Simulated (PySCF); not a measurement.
Compound: C7H9N3.
SMILES with atom numbers: `[CH3:1][c:2]1[n:3][cH:4][n:5][c:6]([CH:7]2[CH2:8][CH2:9]2)[n:10]1` (hydrogens: H11, H12, H13 on C1; H14 on C4; H15 on C7; H16, H17 on C8; H18, H19 on C9)

Computed geometry: GFN2-xTB, gas phase.

Q: List the bond lengths, angles and torsions at this level.

A: 
```tsv
bond	length (Å)	order
C1–C2	1.488	single
C2–N3	1.331	aromatic
N3–C4	1.320	aromatic
C4–N5	1.316	aromatic
N5–C6	1.336	aromatic
C6–C7	1.462	single
C7–C8, C7–C9	1.511	single
C8–C9	1.484	single
C6–N10	1.330	aromatic
C2–N10	1.326	aromatic
C1–H11, C1–H12, C1–H13	1.087	single
C4–H14	1.084	single
C7–H15	1.081	single
C8–H16, C9–H19	1.079	single
C8–H17, C9–H18	1.079	single
```

Bonds in one row agree within 0.01 Å and their mean is given. Orders are formal, as drawn. A selection of angles:
```tsv
angle	degrees
C2–C1–H11	109.8
H11–C1–H12	107.8
H11–C1–H13	110.8
H12–C1–H13	109.5
C1–C2–N3	117.9
C1–C2–N10	118.2
N3–C2–N10	123.9
C2–N3–C4	115.1
N3–C4–N5	125.9
N3–C4–H14	117.0
N5–C4–H14	117.1
C4–N5–C6	115.0
N5–C6–C7	118.7
N5–C6–N10	123.8
C7–C6–N10	117.5
C6–C7–C8	118.7
C6–C7–H15	113.2
C8–C7–C9	58.8
C8–C7–H15	118.6
C7–C8–C9	60.6
C7–C8–H16	117.3
C7–C8–H17	116.5
C9–C8–H16	119.3
C9–C8–H17	117.7
H16–C8–H17	114.8
C2–N10–C6	116.3
```

Dihedral angles: N5–C6–C7–C8 34° (synclinal); C6–C7–C8–C9 -108° (anticlinal); C6–C7–C9–C8 108° (anticlinal). The mirror-image conformer, all signs reversed, is as good.

N3 (pyridine-type nitrogen) is bent (angle 115.1°). N5 (pyridine-type nitrogen) is bent (angle 115.0°). The 3-membered ring C7–C8–C9 has internal angles of 58.8° to 60.6°. Of the pairs four or more bonds apart, N5···H17 is among the closest relative to their van der Waals radii: 2.62 Å, 95 % of the sum of Bondi's values. The 6-membered ring C2–N3–C4–N5–C6–N10 has internal angles of 115.0° to 125.9° (sum 720°, against 720° for a flat polygon); it is planar, 0.00 Å rms from its mean plane, widest ring torsion 0°. The C–C distances run from 1.462 Å (C6–C7, drawn single) to 1.511 Å (C7–C9, drawn single), a spread of 0.049 Å.

Point group: near Cs, missed by 0.37 Å at most; the miss may be what the optimiser left on a soft mode. Whether it is a minimum is left open (no frequencies). One conformer, not necessarily the lowest.
